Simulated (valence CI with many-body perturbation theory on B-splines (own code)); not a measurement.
Cd⁹⁺ in three bases

Calculated by relativistic CI+MBPT: three valence electrons over a frozen Dirac-Fock core [Kr], radial functions for each j: 7 s, 7 p, 8 d, 6 f, 4 g, 1 h, with the one-electron correlation potential Σ1, the two-electron term Σ2, the three-electron term Σ3, Breit, model QED; selected CI, second order for the rest, scaled by the run's own slope (own B-spline code, finite nucleus).

No measured spectrum was set against this ion. As an estimate, terms of the open shell hold to 2 to 4 % of their energy, and close levels can change places. The list stops below the first excitations out of the core. Only levels of the ground parity were solved; by the run's estimate the other parity begins above the list, which can be wrong where configurations are misplaced.

The reference run has the lowest level 4d³ ⁴F_3/2 and an ionisation energy of 173.467 eV. Its largest variational space holds 7176 state functions.

Names give the largest LS component (configuration and term), which can be under half, so a name can repeat, a term be missing and a line seem to break the LS rules; names also repeat where a configuration has a term twice. Letters in brackets count levels of one name in rising energy.

Changed runs:
A. basis 6 s, 6 p, 5 d, 5 f, 1 g
B. basis 5 s, 5 p, 4 d, 4 f

Excitation energies of the reference run in cm⁻¹, and shifts in cm⁻¹:

| Level | Reference | A | B |
| --- | --- | --- | --- |
| 4d³ ⁴F_5/2 | 3848 | -14 | -33 |
| 4d³ ⁴F_7/2 | 7951 | -14 | -24 |
| 4d³ ⁴F_9/2 | 11825 | +3.8 | +38 |
| 4d³ ⁴P_3/2 | 19399 | +119 | +542 |
| 4d³ ⁴P_1/2 | 20488 | +69 | +414 |
| 4d³ ²G_7/2 | 24515 | +208 | +739 |
| 4d³ ²H_9/2 [a] | 25500 | +183 | +782 |
| 4d³ ⁴P_5/2 | 26066 | +43 | +324 |
| 4d³ ²D_3/2 [a] | 30633 | +217 | +732 |
| 4d³ ²P_1/2 | 32565 | +246 | +1017 |
| 4d³ ²H_11/2 | 34392 | +190 | +949 |
| 4d³ ²H_9/2 [b] | 36056 | +193 | +830 |
| Ionisation energy (eV) | 173.467 | -0.026 | -0.049 |
